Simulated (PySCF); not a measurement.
Geometry:
```json
{"atom": "C1", "x (Å)": "-2.728", "y (Å)": "0.441", "z (Å)": "-0.205"}
{"atom": "C2", "x (Å)": "-1.809", "y (Å)": "-0.269", "z (Å)": "-1.173"}
{"atom": "O3", "x (Å)": "-0.497", "y (Å)": "0.291", "z (Å)": "-1.165"}
{"atom": "C4", "x (Å)": "0.332", "y (Å)": "-0.118", "z (Å)": "-0.196"}
{"atom": "O5", "x (Å)": "0.028", "y (Å)": "-0.926", "z (Å)": "0.643"}
{"atom": "C6", "x (Å)": "1.674", "y (Å)": "0.558", "z (Å)": "-0.308"}
{"atom": "C7", "x (Å)": "2.636", "y (Å)": "0.158", "z (Å)": "0.791"}
{"atom": "H8", "x (Å)": "-2.763", "y (Å)": "1.519", "z (Å)": "-0.419"}
{"atom": "H9", "x (Å)": "-2.389", "y (Å)": "0.292", "z (Å)": "0.829"}
{"atom": "H10", "x (Å)": "-3.749", "y (Å)": "0.039", "z (Å)": "-0.292"}
{"atom": "H11", "x (Å)": "-1.741", "y (Å)": "-1.341", "z (Å)": "-0.933"}
{"atom": "H12", "x (Å)": "-2.156", "y (Å)": "-0.158", "z (Å)": "-2.210"}
{"atom": "H13", "x (Å)": "2.072", "y (Å)": "0.321", "z (Å)": "-1.309"}
{"atom": "H14", "x (Å)": "1.492", "y (Å)": "1.645", "z (Å)": "-0.324"}
{"atom": "H15", "x (Å)": "2.232", "y (Å)": "0.413", "z (Å)": "1.782"}
{"atom": "H16", "x (Å)": "3.602", "y (Å)": "0.667", "z (Å)": "0.670"}
{"atom": "H17", "x (Å)": "2.812", "y (Å)": "-0.927", "z (Å)": "0.785"}
```

- NMR shieldings at HF/pcSseg-1/GIAO
- coordinates at the PBE0-D3(BJ)/def2-SVP level
- spin–spin couplings from B3LYP/pcJ-1 (without the spin–dipole term)
- run in PySCF
- isolated molecule, averaged over atoms made equivalent by symmetry, fast rotation or ring inversion, one conformer, relativity neglected

**Question.** List the cross peaks expected in HSQC, COSY and HMBC spectra.

**Answer.** 

HSQC (one-bond C–H):
```csv
δH,δC,"¹J(C,H) (Hz)"
3.87 (H11/H12),55.6 (C2),151
2.05 (H13/H14),27.0 (C6),131
1.30 (H8/H9/H10),16.4 (C1),134
1.19 (H15/H16/H17),10.0 (C7),135
```

COSY cross peaks (|J| ≥ 2 Hz):
```csv
δH,δH,abs. J (Hz),bonds
3.87 (H11/H12),1.30 (H8/H9/H10),7.8,3
2.05 (H13/H14),1.19 (H15/H16/H17),8.5,3
```

HMBC (two and three bonds, |J| ≥ 2.5 Hz):
```csv
δH,δC [abs. J in Hz]
3.87 (H11/H12),181.8 (C4) [6.0]
2.05 (H13/H14),"181.8 (C4) [7.5], 10.0 (C7) [3.1]"
1.30 (H8/H9/H10),55.6 (C2) [3.5]
1.19 (H15/H16/H17),"181.8 (C4) [6.0], 27.0 (C6) [3.8]"
```

Shifts are taken against calculated references (same method and geometry level): TMS for ¹H and ¹³C.

Unscaled 3J(H,H) at this level run about 10 % above measured values. Shifts are as computed. Against solution values, carbons near 30 ppm lie about -0 ppm off and those near 130 ppm about +7 ppm. Of 1211 compounds with measured shifts, 218 miss one by over three times the rms of a fit or turn the order of signals round; such compounds aren't used in these exercises.
